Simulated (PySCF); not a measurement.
# Electron correlation in Ar⁺ (argon, charge +1)

[Ne] 3s1 3p6, 2S determinant (an excited configuration). Computed with PySCF 2.14 in ANO-RCC-VTZP, with the spin-free X2C one-electron Hamiltonian (Gaussian nucleus). Frozen: [Ne]; 7 electrons correlated.

```
  level  correlation energy (mhartree)
   CCSD                        -349.72
    (T)                         -31.02
CCSD(T)                        -380.74
  CCSDT                        -378.95
```

Diagnostics: T1 = 0.013, D1 = 0.0285, largest double amplitude 0.204.

A double-excitation amplitude exceeds 0.15, a sign of near-degeneracy.

Cost of the coupled-cluster step: of the order of 0.8 core-seconds, for 7 correlated electrons.
